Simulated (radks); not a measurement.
Task: Ionisation ladder of osmium, from Os15+ to Os17+. Each ion is in the ground configuration listed by NIST, and IE = E(next ion) - E(this ion). Method: scalar-relativistic Kohn-Sham, SCAN, spin-unpolarised, spherical densities, finite nucleus; meta-GGA in the generalised Kohn-Sham scheme; Fermi nuclear charge, rms radius 5.4126 fm; computed with a radial shooting solver on a logarithmic mesh with Libxc functionals.

species       configuration  IE, Delta-SCF (eV)  -e(HOMO) (eV)  HOMO
Os15+    [Kr] 4d10 4f13 5s2              373.03         353.89    4f
Os16+    [Kr] 4d10 4f12 5s2                   ?         392.46    4f
Os17+    [Kr] 4d10 4f12 5s1              430.86         418.87    5s

Estimate the withheld Delta-SCF values.

Result: Os16+: 406.66 eV (NIST 410).

Beside tabulated values, note that spin-unpolarised runs miss the spin-polarisation part of the exchange energy of open shells.
